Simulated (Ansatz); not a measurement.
A structure relaxed at r2SCAN-D4/def2-TZVP in Ansatz, charge 0, doublet:

```
atom    x (Å)    y (Å)    z (Å)
 Cu1  -0.0002  -0.0001  -0.0001
  C2  -0.2172   1.5325  -1.1498
  H3   0.7132   1.7420  -1.6888
  H4  -0.4842   2.4176  -0.5621
  H5  -1.0100   1.3519  -1.8840
  C6   0.2172  -1.5326   1.1497
  H7   0.4061  -2.4336   0.5561
  H8  -0.6864  -1.6945   1.7476
  H9   1.0616  -1.3833   1.8314
```

**Question.** Give its formula, name or SMILES.

**Answer.** CuMe2 (C2H6Cu).

**Question.** Summarise the bond lengths by kind (pairs closer than 1.2 times the sum of covalent radii, bridged metal pairs left out).

**Answer.** 2 × C–Cu 1.93 Å; 6 × C–H 1.10 Å. The metal has 2 neighbours: C 1.93 Å, C 1.93 Å.
